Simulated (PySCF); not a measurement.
# C₆ coefficients of unlike pairs at PBE0

Calculated with PySCF 2.14 from the dipole response of each species, C₆(A,B) = (3/π) ∫ α_A(iu) α_B(iu) du, in atomic units, from isotropic polarisabilities. For ions this is the dispersion term alone; charge-induced terms of lower order in 1/R come first.

```
species      configuration                                                                        basis     relativity  α (bohr³)  C₆ (like pair)
      K      [Ar] 4s1 (2S)                                                     aug-cc-pVDZ-X2C (6s5p3d)  spin-free X2C      343.8            5020
     B⁺      [He] 2s2 (1S)  aug-cc-pVTZ with one added diffuse shell each of s, p, d, f type (6s5p4d3f)           none      10.78           29.44
   Co²⁺      [Ar] 3d7 (4F)                                                     aug-cc-pVTZ (8s7p5d3f2g)           none      3.343           9.545
     S⁺  [Ne] 3s2 3p3 (4S)                                                    aug-cc-pVTZ-DK (6s5p3d2f)  spin-free X2C      10.83           53.32
```

Problem. Estimate C₆ for S⁺ with B⁺.

Solution. The integral gives 38.14. The combination rule 2 C_A C_B / (C_A α_B/α_A + C_B α_A/α_B) gives 37.98 and the geometric mean 39.62.

No spin-orbit coupling is included.

The other pairs:

```tsv
pair	C₆
Co²⁺, K	97.47
S⁺, Co²⁺	20.95
S⁺, K	300.6
Co²⁺, B⁺	13.90
B⁺, K	275.5
```
